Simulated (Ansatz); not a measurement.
Hg5⁺, relaxed as a doublet with UKS PBE0/def2-SVP in Ansatz, starting from the GFN1-xTB geometry. Force threshold 0.02 eV/Å.

In the def2 sets Hg takes a core potential; there is no spin–orbit coupling. The relaxation made no stability test and no search for a lower SCF solution. Another isomer (doublet) lies 0.27 eV lower at PBE0/def2-TZVP; other spin states weren't run for this one.

Start:

```tsv
atom	x (Å)	y (Å)	z (Å)
Hg1	-1.2050	-1.3692	-0.9752
Hg2	0.0787	-1.4434	2.0627
Hg3	1.1490	1.3159	0.9248
Hg4	1.7460	-0.2698	-1.7959
Hg5	-1.7687	1.7665	-0.2164
```

```
step  energy (eV)  largest force component (eV/Å)  SCF passes
   1  -20878.6923                           0.062          16
   2  -20878.6932                           0.053          25
   3  -20878.6956                           0.020          25
   4  -20878.6961                           0.002          25
```

Force components are those of the run's own axes.

End:

Cartesian coordinates in Å:
```
Hg -1.1722 -1.3258 -0.9246
Hg 0.0600 -1.4663 2.0329
Hg 1.1660 1.3221 0.9212
Hg 1.7314 -0.2757 -1.7924
Hg -1.7852 1.7458 -0.2371
```

By distances, no bond broke or formed. The bond that changes most is Hg1–Hg2, from 3.30 to 3.21 Å (atoms count from 1). The end is the same structure that another start reached.

No frequencies were taken in this run, so the end may be a saddle point.

It took 24 s on 4 threads of Arm Neoverse V2 on a shared host, peak host memory 0.73 GiB.
